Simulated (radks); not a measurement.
Question: The gold ion Au13+, configuration [Kr] 4d10 4f14 5s2 5p4. Calculated with a radial shooting solver on a logarithmic mesh with Libxc functionals: scalar-relativistic Kohn-Sham, BLYP, spin-polarised, spherical densities, finite nucleus; open shells are filled with parallel spins first (spin-orbit coupling, left out, can overturn this in heavy ions); Fermi nuclear charge, rms radius 5.4371 fm. Some entries of the table are withheld. Estimate them.

orbital,occ.,eigenvalue (hartree),<1/r> (bohr^-1)
1s up,1,-2976.985,95.70
1s down,1,-2976.972,95.70
2s up,1,-533.0789,22.45
2s down,1,-533.0724,22.45
2p up,3,-462.3146,19.98
2p down,3,-462.3043,19.98
3s up,1,-132.8826,8.324
3s down,1,-132.8749,8.324
3p up,3,-112.3443,7.596
3p down,3,-112.3355,7.596
3d up,5,-90.37696,7.150
3d down,5,-90.36819,7.150
4s up,1,-35.99937,3.572
4s down,1,-35.98407,3.572
4p up,3,-29.24998,3.228
4p down,3,-29.23362,3.229
4d up,5,-21.13580,2.898
4d down,5,-21.11607,2.900
5s up,1,-12.64484,(1)
5s down,1,-12.53703,(2)
4f up,7,(3),2.501
4f down,7,(4),2.508
5p up,3,-10.61537,1.391
5p down,1,-10.50134,1.392

Answer: 
(1) 5s up <1/r> (bohr^-1): 1.560
(2) 5s down <1/r> (bohr^-1): 1.564
(3) 4f up eigenvalue (hartree): -12.09961
(4) 4f down eigenvalue (hartree): -12.07210
